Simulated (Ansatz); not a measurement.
Species: C$_{9}$H$_{9}$B$_{2}$N, SMILES `c1c2c(B)ccnc2ccc1B` (charge 0, multiplicity 1), formula C9H9B2N.

Problem. How many basis functions does Ansatz (a first-principles code) with frozen-core CCSD(T)/cc-pVDZ // PBE-D3(BJ)/def2-SVP use, how many core orbitals are frozen, and how many electrons are correlated?

Solution. 213 basis functions and 12 frozen orbitals, which leaves 56 correlated electrons. Core time is of the order of minutes.
